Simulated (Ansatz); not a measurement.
`[NH2][Nb](=[O])([OH])[F]`, charge 0, multiplicity 1.

(1) Give a relaxed structure at PBE0-D4/def2-TZVP (Ansatz). (Best estimate.)

## Answers

(1) The calculation gave: 
Z-matrix (Å, degrees):
```
Nb
O 1 1.692
O 1 1.897 2 111.3
N 1 1.962 2 105.0 3 119.0
F 1 1.883 2 110.6 3 -121.5
H 3 0.958 1 130.8 2 1.2
H 4 1.009 1 124.7 2 3.4
H 4 1.011 1 124.7 2 -173.5
```
